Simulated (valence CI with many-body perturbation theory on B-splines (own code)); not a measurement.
Tc¹⁰⁺: electric-dipole lines

Method: relativistic CI+MBPT: five valence electrons over a frozen Dirac-Fock core [Ar] 3d10, radial functions for each j: 11 s, 11 p, 10 d, 8 f, 5 g, 2 h, with the one-electron correlation potential Σ1, the two-electron term Σ2, the three-electron term Σ3, Breit, model QED; selected CI, second order for the rest, scaled by the run's own slope (own B-spline code, finite nucleus).

No measured levels were compared; by estimate levels hold to about 250 cm⁻¹ or 0.2 % of their energy and the worst to 1 %, as in measured heavy ions of charge 2 to 7; those with d or f electrons hold less well. Among the levels kept, up to 2700 cm⁻¹ of a level comes from second order outside the variational space, and about a tenth of that is noise between levels of different J, which matters for small intervals.

Lines 1 to 50 of 569 in falling wavelength, among levels below 877140 cm⁻¹, chosen from the strongest by gf and those to the six lowest levels. Wavelengths and rates use the calculated energies, so an error of 700 cm⁻¹ moves a line at 115.8 nm by 0.81 % and its rate by three times that or more. Electric multipoles are in the length gauge, E1 and E2 with the static RPA response of the core. Weak lines are less certain than strong ones. Lines between different terms over intervals too small for the method are left out, as are lines whose strength nearly cancels. Where a level lies close to another of its J and parity, the split of strength between their lines is uncertain. The highest levels of a list are the least certain.

Names give the largest LS component (configuration and term), which can be under half, so a name can repeat, a term be missing and a line seem to break the LS rules; names also repeat where a configuration has a term twice. Letters in brackets count levels of one name in rising energy.

| λ vac (nm) | Upper | Lower | A (s⁻¹) | S (a.u.) with core polarisation | S without |
| --- | --- | --- | --- | --- | --- |
| 115.8 | 4s2 4p2 5p 4D°_5/2 | 4s2 4p2 5s 2P_3/2 | 2.28e+08 | 1.05e+00 | 1.06e+00 |
| 112.4 | 4s2 4p2 5p 2S°_1/2 | 4s2 4p2 5s 4P_3/2 | 5.15e+08 | 7.22e-01 | 7.31e-01 |
| 110.3 | 4s2 4p2 5p 4D°_1/2 | 4s2 4p2 5s 4P_1/2 | 1.16e+09 | 1.53e+00 | 1.55e+00 |
| 110.3 | 4s2 4p2 5p 2D°_3/2 | 4s2 4p2 5s 2P_1/2 | 3.77e+08 | 9.99e-01 | 1.01e+00 |
| 109.2 | 4s2 4p2 5p 4S°_3/2 | 4s2 4p2 5s 2P_3/2 | 2.21e+08 | 5.67e-01 | 5.74e-01 |
| 108.4 | 4s2 4p2 5p 4D°_5/2 | 4s2 4p2 5s 4P_5/2 | 5.72e+08 | 2.16e+00 | 2.19e+00 |
| 104.3 | 4s2 4p2 5p 4P°_5/2 | 4s2 4p2 5s 4P_5/2 | 3.11e+08 | 1.05e+00 | 1.06e+00 |
| 103.0 | 4s2 4p2 5p 2D°_3/2 | 4s2 4p2 5s 4P_3/2 | 7.15e+08 | 1.54e+00 | 1.56e+00 |
| 98.62 | 4s2 4p2 5p 4S°_3/2 | 4s2 4p2 5s 2P_1/2 | 4.00e+08 | 7.57e-01 | 7.64e-01 |
| 98.30 | 4s2 4p2 5p 4P°_1/2 | 4s2 4p2 5s 2P_1/2 | 6.39e+08 | 5.99e-01 | 6.05e-01 |
| 97.98 | 4s2 4p 4d2 4D°_7/2 [b] | 4s2 4p2 5s 4P_5/2 | 1.47e+08 | 5.48e-01 | 5.54e-01 |
| 97.49 | 4s2 4p2 5p 4D°_5/2 | 4s2 4p2 5s 4P_3/2 | 5.54e+08 | 1.52e+00 | 1.54e+00 |
| 96.08 | 4s2 4p2 5p 4D°_7/2 | 4s2 4p2 5s 4P_5/2 | 1.69e+09 | 5.93e+00 | 6.00e+00 |
| 95.77 | 4s2 4p2 5p 4P°_3/2 | 4s2 4p2 5s 4P_5/2 | 1.57e+09 | 2.73e+00 | 2.76e+00 |
| 95.22 | 4s2 4p2 5p 2P°_3/2 | 4s2 4p2 5s 2P_3/2 | 1.23e+09 | 2.10e+00 | 2.13e+00 |
| 95.08 | 4s2 4p2 5p 4D°_3/2 | 4s2 4p2 5s 4P_1/2 | 1.45e+09 | 2.47e+00 | 2.50e+00 |
| 94.17 | 4s2 4p2 5p 4P°_5/2 | 4s2 4p2 5s 4P_3/2 | 1.32e+09 | 3.25e+00 | 3.29e+00 |
| 92.77 | 4s2 4p2 5p 4S°_3/2 | 4s2 4p2 5s 4P_3/2 | 9.63e+08 | 1.52e+00 | 1.53e+00 |
| 92.49 | 4s2 4p2 5p 4P°_1/2 | 4s2 4p2 5s 4P_3/2 | 1.14e+09 | 8.91e-01 | 9.04e-01 |
| 92.27 | 4s2 4p2 5p 4P°_3/2 | 4s2 4p2 5s 2P_1/2 | 4.14e+08 | 6.42e-01 | 6.52e-01 |
| 91.98 | 4s2 4p 4d2 4D°_7/2 [c] | 4s2 4p2 5s 4P_5/2 | 1.63e+08 | 4.99e-01 | 5.05e-01 |
| 91.84 | 4s2 4p2 5p 2D°_5/2 | 4s2 4p2 5s 2P_3/2 | 1.48e+09 | 3.38e+00 | 3.43e+00 |
| 87.16 | 4s2 4p2 5p 2D°_5/2 | 4s2 4p2 5s 4P_5/2 | 7.35e+08 | 1.44e+00 | 1.46e+00 |
| 87.09 | 4s2 4p2 5p 2P°_3/2 | 4s2 4p2 5s 2P_1/2 | 7.23e+08 | 9.43e-01 | 9.57e-01 |
| 54.93 | 4s 4p4 4P_3/2 | 4s2 4p3 2P°_3/2 | 6.03e+07 | 1.97e-02 | 2.19e-02 |
| 48.95 | 4s 4p4 4P_5/2 | 4s2 4p3 2D°_5/2 | 1.40e+08 | 4.86e-02 | 5.39e-02 |
| 48.55 | 4s 4p4 4P_1/2 | 4s2 4p3 2P°_1/2 | 1.39e+08 | 1.57e-02 | 1.74e-02 |
| 46.63 | 4s 4p4 4P_5/2 | 4s2 4p3 2D°_3/2 | 2.60e+08 | 7.82e-02 | 8.66e-02 |
| 46.48 | 4p5 2P°_3/2 | 4s 4p4 2P_3/2 | 2.92e+09 | 5.80e-01 | 6.44e-01 |
| 46.41 | 4p5 2P°_1/2 | 4s 4p4 2P_1/2 | 2.82e+09 | 2.78e-01 | 3.09e-01 |
| 45.34 | 4s 4p4 2D_3/2 | 4s2 4p3 2P°_3/2 | 5.18e+07 | 9.54e-03 | 1.05e-02 |
| 45.04 | 4s 4p4 4P_3/2 | 4s2 4p3 2D°_5/2 | 6.00e+07 | 1.08e-02 | 1.19e-02 |
| 44.09 | 4s 4p4 2D_5/2 | 4s2 4p3 2P°_3/2 | 9.71e+08 | 2.46e-01 | 2.74e-01 |
| 42.76 | 4s 4p3 4d 4F°_9/2 [a] | 4s2 4p2 4d 4F_9/2 | 7.19e+08 | 2.78e-01 | 3.08e-01 |
| 41.75 | 4s 4p4 2D_3/2 | 4s2 4p3 2P°_1/2 | 3.44e+08 | 4.94e-02 | 5.49e-02 |
| 41.18 | 4p5 2P°_1/2 | 4s 4p4 2P_3/2 | 3.67e+09 | 2.53e-01 | 2.81e-01 |
| 41.00 | 4s 4p4 4P_5/2 | 4s2 4p3 4S°_3/2 | 2.09e+09 | 4.27e-01 | 4.73e-01 |
| 40.23 | 4s 4p3 4d 4G°_11/2 | 4s2 4p2 4d 4F_9/2 | 2.18e+09 | 8.40e-01 | 9.40e-01 |
| 39.38 | 4s 4p3 4d 4G°_9/2 | 4s2 4p2 4d 4F_7/2 | 2.29e+09 | 6.91e-01 | 7.72e-01 |
| 39.33 | 4p5 2P°_3/2 | 4s 4p4 2D_5/2 | 5.48e+09 | 6.59e-01 | 7.30e-01 |
| 38.83 | 4s 4p3 4d 2D°_5/2 [a] | 4s2 4p2 4d 2P_3/2 [a] | 1.29e+09 | 2.23e-01 | 2.49e-01 |
| 38.73 | 4s 4p3 4d 4S°_3/2 | 4s2 4p2 4d 4P_5/2 | 2.60e+09 | 2.99e-01 | 3.30e-01 |
| 38.39 | 4p5 2P°_3/2 | 4s 4p4 2D_3/2 | 1.96e+09 | 2.18e-01 | 2.42e-01 |
| 38.30 | 4s 4p3 4d 4F°_9/2 [b] | 4s2 4p2 4d 4D_7/2 | 1.09e+09 | 3.01e-01 | 3.36e-01 |
| 38.29 | 4s 4p3 4d 2G°_9/2 [a] | 4s2 4p2 4d 4F_9/2 | 7.15e+08 | 1.98e-01 | 2.21e-01 |
| 38.22 | 4s 4p4 4P_3/2 | 4s2 4p3 4S°_3/2 | 3.09e+09 | 3.41e-01 | 3.77e-01 |
| 38.10 | 4s 4p3 4d 4G°_7/2 | 4s2 4p2 4d 4F_5/2 | 2.46e+09 | 5.38e-01 | 6.01e-01 |
| 37.99 | 4s 4p3 4d 4D°_7/2 [c] | 4s2 4p2 4d 4P_5/2 | 1.01e+09 | 2.19e-01 | 2.46e-01 |
| 37.69 | 4s 4p3 4d 2F°_7/2 [c] | 4s2 4p2 4d 2F_7/2 [b] | 2.75e+09 | 5.82e-01 | 6.46e-01 |
| 37.68 | 4s 4p3 4d 2G°_9/2 [a] | 4s2 4p2 4d 2F_7/2 [a] | 1.49e+09 | 3.94e-01 | 4.42e-01 |
